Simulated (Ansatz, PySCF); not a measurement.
Gas-phase reaction in SMILES: Cc1cccs1 + 5 C (CH4) + S (H2S) → 2 C=C (C2H4) [ethene] + 2 CC (C2H6) + 2 CS (CH4S) [methanethiol]
Geometries: B3LYP-D3(BJ)/def2-TZVP minima from Ansatz (a first-principles code). Frequencies are from Ansatz or PySCF. Unstable Hartree-Fock reference: Cc1cccs1.

Wanted: bond separation energy (enthalpy at 298 K, with B3LYP-D3(BJ) rigid-rotor harmonic-oscillator terms), in kcal/mol. Valence correlation only, unless marked. Spin-orbit coupling is left out. No relativistic terms. Basis-set limits of correlation are two-point, X^-3; Hartree-Fock from the larger set. [CCSD(T)-MP2]/basis is that difference in the basis named.

| level | program | bond separation energy (kcal/mol) |
|---|---|---|
| HF/cc-pV(T+d)Z | Ansatz | 35.8 |
| BLYP-D3(BJ)/def2-TZVPD | Ansatz + dftd3 | 48.4 |
| BLYP-D4/def2-TZVPD | Ansatz + dftd4 | 49.8 |
| BLYP/def2-TZVPD | Ansatz | 46.7 |
| revPBE-D3(BJ)/def2-TZVPD | Ansatz + dftd3 | 51.2 |
| r2SCAN/def2-TZVPD | Ansatz | 53.0 |
| r2SCAN-D4/def2-TZVPD | Ansatz + dftd4 | 53.5 |

Predict the RI-MP2/CBS(cc-pV(T+d)Z,cc-pV(Q+d)Z)+[CCSD(T)-MP2]/cc-pV(T+d)Z result (Ansatz).

47.5 kcal/mol
